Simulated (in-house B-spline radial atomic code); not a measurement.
Spin-orbit splittings of orbital energies (j = l + 1/2 less j = l - 1/2) and ratios of mean radii (lower j over upper j) along the 57-electron series, configuration [Xe] 4f3. Computed with a radial B-spline atomic code at the basis-set limit: Dirac-Hartree-Fock, average of the configuration, finite nuclei.

```tsv
ion	Z	splitting of 5p (eV)	radius ratio of 5p	splitting of 3d (eV)	radius ratio of 3d	splitting of 4f (eV)	radius ratio of 4f
Pr2+	59	3.0166	0.95549	20.844	0.98477	0.30818	0.98938
Nd3+	60	3.592	0.95722	22.686	0.98425	0.41443	0.99179
Pm4+	61	4.2585	0.95827	24.648	0.98372	0.52928	0.99264
Sm5+	62	5.0076	0.95885	26.736	0.98318	0.65463	0.99304
```
